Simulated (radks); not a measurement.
The terbium ion Tb2+ inside a hard spherical wall (all orbitals vanish at R), configuration held at [Xe] 4f9 and not refilled when levels cross. Method: scalar-relativistic Kohn-Sham, r2SCAN, spin-polarised, spherical densities, finite nucleus; open shells are filled with parallel spins first (spin-orbit coupling, left out, can overturn this in heavy ions); meta-GGA in the generalised Kohn-Sham scheme; Fermi nuclear charge, rms radius 5.06 fm; computed with a radial shooting solver on a logarithmic mesh with Libxc functionals. Eigenvalues in eV for spin up, with the zero of energy where the potential of the charges vanishes at infinity; a dash marks a level that is unbound or too diffuse for the functional's potential to be trusted. A positive occupied level is held by the wall or, in an anion where self-interaction has pushed it up, behind a barrier. The pressure on the wall is -dE/dV.

R (bohr)	E (hartree)	kinetic (hartree)	e(4d)	e(5s)	e(5p)	e(4f)	e(6s, empty)	e(5d, empty)	pressure (GPa)
free	-11708.7990	12600.962	-165.37	-63.801	-40.212	-18.354	-13.457	-13.318	0
20	-11708.7990	12600.962	-165.37	-63.801	-40.212	-18.354	-13.457	-13.318	< 0.0001
15	-11708.7990	12600.962	-165.37	-63.801	-40.212	-18.354	-13.457	-13.318	< 0.0001
8	-11708.7990	12600.962	-165.37	-63.800	-40.210	-18.352	-13.409	-13.310	0.000825
7	-11708.7989	12600.963	-165.36	-63.795	-40.206	-18.345	-13.270	-13.283	0.00657
4	-11708.7569	12601.330	-164.20	-62.970	-39.398	-17.259	-4.897	-10.848	15.2
3.5	-11708.6508	12602.133	-162.53	-61.760	-38.091	-15.684	3.272	-8.095	72.1
